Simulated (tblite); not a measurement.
C7H15NSi.
Geometry (GFN2-xTB, Å), atoms numbered from 1 in this order:
```xyz
24
C7H15NSi angstrom
C     -3.0869   -0.0745   -0.9630
C     -1.9068   -0.3335   -0.4204
C     -1.6818   -1.5786    0.3810
Si    -0.4252    0.8190   -0.6645
C      1.0265   -0.0721   -1.4780
C      1.9396   -0.8679   -0.9345
C      2.0445   -1.2364    0.5062
N      0.0084    1.3561    0.9213
C      1.1676    2.1827    1.1683
H     -3.9354   -0.7338   -0.8459
H     -3.2594    0.8106   -1.5521
H     -1.3061   -1.3257    1.3709
H     -0.9299   -2.1973   -0.1070
H     -2.5987   -2.1565    0.4878
H     -0.8125    1.9043   -1.5914
H      1.0946    0.0854   -2.5489
H      2.7058   -1.3146   -1.5632
H      1.9539   -2.3172    0.6213
H      1.2736   -0.7473    1.0908
H      3.0240   -0.9510    0.8919
H     -0.7506    1.5938    1.5440
H      0.9818    3.2435    0.9670
H      1.4874    2.0806    2.2076
H      1.9740    1.8503    0.5189
```

Computed with GFN2-xTB (tblite): harmonic, unscaled wavenumbers at the GFN2-xTB geometry, gas phase. The method is semi-empirical: single wavenumbers can be off by several per cent or more. Modes of hydrogen on silicon can be 10 to 20 % off. One conformer, not necessarily the lowest.

Harmonic wavenumbers (cm⁻¹): 27.1, 64.3, 88.7, 94.9, 109.1, 151.2, 163.6, 178.5, 184.8, 202.4, 284.0, 315.8, 340.1, 396.9, 400.1, 525.0, 546.0, 617.0, 659.2, 672.4, 683.3, 706.1, 751.7, 820.5, 907.2, 954.0, 969.9, 981.1, 1013.9, 1038.8, 1042.1, 1064.2, 1076.6, 1111.6, 1149.7, 1226.1, 1254.1, 1350.5, 1358.5, 1395.5, 1401.0, 1421.0, 1428.5, 1470.5, 1478.6, 1481.6, 1492.8, 1495.4, 1505.6, 1689.9, 1694.2, 2117.3, 2908.2, 2968.5, 2986.6, 2988.9, 3003.2, 3005.6, 3010.3, 3019.6, 3022.0, 3034.9, 3055.0, 3083.2, 3106.7, 3428.0.

A = 1612, B = 1018, C = 830.0 MHz; mass 141.097 u (most abundant isotopes); point group C1, symmetry number 1.

What is the zero-point energy?

Half the sum of the wavenumbers: 44087 cm⁻¹ = 527.39 kJ/mol.

What is S at 298.15 K and 1 bar for an ideal gas of classical rigid rotors and harmonic oscillators?

Translation 170.58, rotation 124.87, vibration 181.29: S = 476.8 J/(mol K).

And Cp and H(298.15 K) − H(0)?

Cp = 203.41 J/(mol K), of which vibrations give 170.16 (their classical limit is 66 R = 548.8); H(298.15 K) − H(0) = 37.29 kJ/mol without the zero-point energy, 27.38 from vibrations.

Which modes carry the vibrational entropy at 298.15 K?

27.1 cm⁻¹: 25.23; 64.3 cm⁻¹: 18.08; 88.7 cm⁻¹: 15.43; 94.9 cm⁻¹: 14.88; 109.1 cm⁻¹: 13.74; 151.2 cm⁻¹: 11.12 J/(mol K); the other 60 give 82.81 together.

What must be added to the electronic energy to get the Gibbs energy at 298.15 K and 1 bar?

ZPE + [H(298.15 K) − H(0)] − T·S = 527.39 + 37.29 − 142.14 = 422.54 kJ/mol.

Blend soft modes into free rotors: weight 1/[1 + (100 cm⁻¹/ν̃)⁴] for the oscillator and the rest for a rotor with moment μB/(μ + B), μ = h/(8π²ν), B = 10⁻⁴⁴ kg m². What vibrational entropy results?

165.40 J/(mol K) in place of 181.29, which changes −T·S at 298.15 K by +4.74 kJ/mol.

How do the functions run with temperature in this model?

| T (K) | S (J/(mol K)) | Cp (J/(mol K)) | H − H(0) (kJ/mol) | G − H(0) (kJ/mol) | ln q(vib) |
| --- | --- | --- | --- | --- | --- |
| 100 | 317.9 | 103.8 | 6.74 | -25.05 | 2.96 |
| 200 | 406.0 | 154.6 | 19.73 | -61.46 | 7.02 |
| 300 | 478.0 | 204.3 | 37.67 | -105.73 | 10.83 |
| 500 | 604.6 | 295.1 | 87.99 | -214.29 | 17.94 |
| 800 | 765.0 | 387.5 | 191.51 | -420.52 | 27.74 |
| 1000 | 856.2 | 429.2 | 273.38 | -582.83 | 33.72 |

q(vib) and H(0) count from the zero-point level.

Hindered rotation and anharmonicity are outside this model. Other conformers, if any are populated, would add a mixing term that is left out. The structure is chiral; the term R ln 2 for an equal mix with its mirror image is left out.
